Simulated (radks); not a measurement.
Lu VII, 65 electrons, occupied as [Kr] 4d10 4f13 5s2 5p4. Calculated with a radial shooting solver on a logarithmic mesh with Libxc functionals: Dirac Kohn-Sham, PBE, spin-unpolarised, spherical densities, finite nucleus; open shells fill j = l - 1/2 first; Fermi nuclear charge, rms radius 5.37 fm. Some entries of the table are withheld. Estimate them.

orbital  occ.  eigenvalue (hartree)  r(max) (bohr)
1s1/2       2             -2323.665        0.01213
2s1/2       2             -397.9427        0.06950
2p1/2       2                   (1)        0.05193
2p3/2       4                   (2)        0.05845
3s1/2       2             -92.62128         0.1960
3p1/2       2             -84.68157         0.1838
3p3/2       4             -75.92177         0.1973
3d3/2       4             -62.42454         0.1552
3d5/2       6             -60.51191         0.1589
4s1/2       2             -20.95332         0.4465
4p1/2       2             -17.71643            (3)
4p3/2       4             -15.71925            (4)
4d3/2       4             -10.38972         0.4755
4d5/2       6             -10.02381         0.4846
5s1/2       2              -5.12730          1.023
5p1/2       2              -4.15960            (5)
5p3/2       2              -3.84631            (6)
4f5/2       6              -3.46296            (7)
4f7/2       7              -3.40262            (8)
5d3/2       0              -2.49018          1.410
5d5/2       0              -2.45036          1.436
6s1/2       0              -2.08645          2.246

Answer. 
(1) 2p1/2 eigenvalue (hartree): -380.0260
(2) 2p3/2 eigenvalue (hartree): -338.9581
(3) 4p1/2 r(max) (bohr): 0.4473
(4) 4p3/2 r(max) (bohr): 0.4760
(5) 5p1/2 r(max) (bohr): 1.095
(6) 5p3/2 r(max) (bohr): 1.169
(7) 4f5/2 r(max) (bohr): 0.4626
(8) 4f7/2 r(max) (bohr): 0.4677
